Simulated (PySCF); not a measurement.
## Bonding in `C[C@@H]1[C@H](F)C12CC2`

Species: C6H9F.
SMILES with atom numbers: `[CH3:1][C@@H:2]1[C@H:3]([F:4])[C:5]12[CH2:6][CH2:7]2` (hydrogens: H8, H9, H10 on C1; H11 on C2; H12 on C3; H13, H14 on C6; H15, H16 on C7)

Cartesian coordinates in Å at the PBE0-D3(BJ)/def2-SVP level; atoms count from 1:
```xyz
16
C6H9F angstrom
C      1.885    0.408   -0.559
C      0.913   -0.576    0.036
C     -0.184   -1.156   -0.828
F     -0.263   -0.738   -2.120
C     -0.514   -0.196    0.230
C     -1.502   -0.032    1.317
C     -1.282    1.064    0.296
H      2.760   -0.107   -0.986
H      1.410    0.986   -1.363
H      2.250    1.114    0.203
H      1.334   -1.272    0.772
H     -0.452   -2.214   -0.730
H     -2.434   -0.603    1.266
H     -1.121    0.131    2.330
H     -0.762    1.972    0.618
H     -2.057    1.226   -0.459
```

Bond orders from the PBE0/pcSseg-1 density (PySCF). Isolated species at its PBE0-D3(BJ)/def2-SVP geometry, gas phase.

(1) How far do the computed orders between heavy atoms stray from the drawn ones?

(2) Give the Mayer order of every bond between heavy atoms, beside its length.

## Answers

(1) The largest departure is 0.131, at C5–C2 (drawn single, 0.869). Drawn single, order below 0.88: C5–C2 (0.869).

(2) 
```
 bond  drawn as  length (Å)  Mayer order
C1–C2    single       1.505        1.033
C2–C3    single       1.512        0.928
C3–F4    single       1.360        0.916
C3–C5    single       1.466        0.884
C5–C6    single       1.478        0.940
C6–C7    single       1.514        0.993
C5–C2    single       1.490        0.869
C7–C5    single       1.477        0.929
```

Bonds between the same two heavy elements. C–C: lowest C5–C2 (0.869, 1.490 Å), highest C1–C2 (1.033, 1.505 Å); in 12 of the 21 pairs the longer bond (by over 0.003 Å) has the higher order (by 0.02 or more).

Question: And the bonds to hydrogen?

Answer: C–H: 0.95 to 0.96 (9 bonds).

Question: Sum the orders of all bonds at each heavy atom with more than one neighbour and set the sums beside the valence in the SMILES.

Answer: C1 3.914 (drawn 4), C2 3.777 (drawn 4), C3 3.693 (drawn 4), C5 3.622 (drawn 4), C6 3.831 (drawn 4), C7 3.825 (drawn 4). Orders between atoms that aren't bonded are not in these sums.

Mayer orders depend on the basis set.
